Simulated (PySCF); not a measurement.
**Calculated NMR data**

How the numbers were obtained: σ from GIAO-PBE0/pcSseg-1, structure optimised with GFN2-xTB, in PySCF 2.14 (no solvent model, a single conformation, one averaged value for each set of equivalent atoms, relativity neglected).

References, each an isolated molecule treated in the same way: $^{1}$H and $^{13}$C against TMS. Splittings of carbon signals by F and P are missing where no couplings were computed. Where no couplings were computed, multiplicities follow the n + 1 count of equivalent neighbours, and m marks all less simple cases (inequivalent or close neighbours, rings, F or P nearby). Shifts are as computed. Against solution values, carbons near 30 ppm lie about +3 ppm off and those near 130 ppm about +5 ppm. Of 1211 compounds with measured shifts, 218 miss one by over three times the rms of a fit or turn the order of signals round; such compounds aren't used in these exercises.

**1.** SMILES CC1(C(C#N)(C#N)C#N)CC1, C$_{8}$H$_{7}$N$_{3}$. $^{1}$H NMR (600 MHz, computed): δ 1.63 (s, 3H), 1.29 (m, 2H), 0.79 (m, 2H). $^{13}$C{$^{1}$H} NMR (computed): δ 114.9, 31.5, 25.5, 21.6, 13.7.

**2.** `InChI=1S/C5H3F2N/c6-4-2-1-3-5(7)8-4/h1-3H`. $^{1}$H NMR (600 MHz, computed): δ 8.11 (m, 1H), 6.88 (m, 2H). $^{13}$C{$^{1}$H} NMR (computed): δ 172.5, 150.3, 110.6.
